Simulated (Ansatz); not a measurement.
Ansatz (an electronic-structure program) input (HF/def2-QZVPP):
A basis named .json is the Basis Set Exchange file of that set.

Ansatz 0.2 input:
```yaml
crystal:
  periodic: [false, false, false]
  atoms:
    - {symbol: Ir, position_ang: [-0.01134750, -0.01912641, 0.00044606]}
    - {symbol: O, position_ang: [1.71105170, 0.10734678, -0.00339405]}
    - {symbol: O, position_ang: [-0.72621732, 1.55260868, -0.03531928]}
    - {symbol: O, position_ang: [-0.87561468, -1.47586375, 0.03441996]}
basis:
  gaussian:
    orbitals: def2-QZVPP.json
hamiltonian:
  xc: hf
magnetization: {spin_polarized: true, initial_magnetization: 1}
```

End of the output:

```
integrals: 0.15 GiB planned
1249 factors; their error is unknown
mean field: 1.31 GiB planned
mean field evaluation 1: about -8913.8489 eV, gradient 5.6e1 eV
mean field evaluation 2: about -8899.7268 eV, gradient 9.0e1 eV
mean field evaluation 4: about -8924.5099 eV, gradient 5.6e0 eV
mean field evaluation 8: about -8925.3174 eV, gradient 3.3e0 eV
mean field evaluation 16: about -8926.5196 eV, gradient 5.3e-1 eV
mean field evaluation 32: about -8871.5071 eV, gradient 4.6e2 eV
mean field evaluation 64: about -8861.4067 eV, gradient 4.6e2 eV
mean field evaluation 96: about -8879.1290 eV, gradient 4.6e2 eV
mean field evaluation 128: about -8919.1138 eV, gradient 1.3e0 eV
mean field evaluation 160: about -8925.0448 eV, gradient 1.9e0 eV
mean field evaluation 192: about -8924.2169 eV, gradient 1.3e-1 eV
mean field evaluation 224: about -8918.7523 eV, gradient 3.0e1 eV
mean field evaluation 256: about -8919.3075 eV, gradient 1.7e1 eV
mean field evaluation 288: about -8925.0913 eV, gradient 7.9e0 eV
mean field evaluation 320: about -8922.5817 eV, gradient 1.5e0 eV
mean field evaluation 352: about -8922.5187 eV, gradient 7.3e0 eV
mean field evaluation 384: about -8923.1348 eV, gradient 1.1e0 eV
mean field evaluation 416: about -8922.1126 eV, gradient 3.0e0 eV
mean field evaluation 448: about -8914.3631 eV, gradient 2.6e1 eV
mean field evaluation 480: about -8926.3072 eV, gradient 2.7e0 eV
mean field evaluation 512: about -8921.7193 eV, gradient 9.9e-1 eV
mean field evaluation 544: about -8921.7203 eV, gradient 9.2e-1 eV
mean field evaluation 576: about -8922.3099 eV, gradient 1.8e0 eV
mean field -8926.51999329 eV, -328.0435591410 hartree, gradient 5.7e-5 eV, S^2 1.690657; 13 other end points of the search recorded, 0 dependent functions left out
reference -8926.51999329 eV, -328.0435591410 hartree; 21, 20 occupied and 238, 239 virtual orbitals, 1249 factors
Total energy: -8926.51999329 eV, -328.0435591410 hartree
```

The spin state was set by rule; other spins were not relaxed.

The determinant is spin-contaminated: <S^2> is 1.69 against 0.75 for a pure state.
